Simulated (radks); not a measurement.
Task: Radial electron density D(r) = 4 pi r^2 rho(r) of an atom or ion with 4 electrons. Method: scalar-relativistic Kohn-Sham, exchange-only LDA, spin-unpolarised, spherical densities, finite nucleus; Fermi nuclear charge, rms radius of each element as measured or else 0.836 A^(1/3) + 0.57 fm; computed with a radial shooting solver on a logarithmic mesh with Libxc functionals.

| r (bohr) | D(r) (e/bohr) |
|---|---|
| 0.01363 | 0.8493 |
| 0.01706 | 1.249 |
| 0.02134 | 1.808 |
| 0.0267 | 2.568 |
| 0.0334 | 3.560 |
| 0.04179 | 4.789 |
| 0.05228 | 6.205 |
| 0.06541 | 7.672 |
| 0.08183 | 8.945 |
| 0.1024 | 9.694 |
| 0.1281 | 9.586 |
| 0.1602 | 8.455 |
| 0.2005 | 6.485 |
| 0.2508 | 4.270 |
| 0.3138 | 2.592 |
| 0.3925 | 1.970 |
| 0.4911 | 2.260 |
| 0.6144 | 2.732 |
| 0.7686 | 2.647 |
| 0.9616 | 1.877 |
| 1.203 | 0.9211 |
| 1.505 | 0.2927 |
| 1.883 | 0.05508 |
| 2.356 | 0.005477 |
| 2.947 | 0.0002487 |

What is the nuclear charge?

Result: Z = 9. The innermost maximum, from 1s, lies near gamma/Z bohr with gamma = sqrt(1 - (Z/c)^2) = 0.998, here 0.111 bohr (found: 0.112), and its height grows with Z. The density is that of the fluorine ion F5+ in [He] 2s2; the configuration itself is not fixed sharply by these data. D(r) has 2 maxima, at r = 0.112, 0.671 bohr, and minima at 0.399 bohr, inside which lie 2.07 electrons.
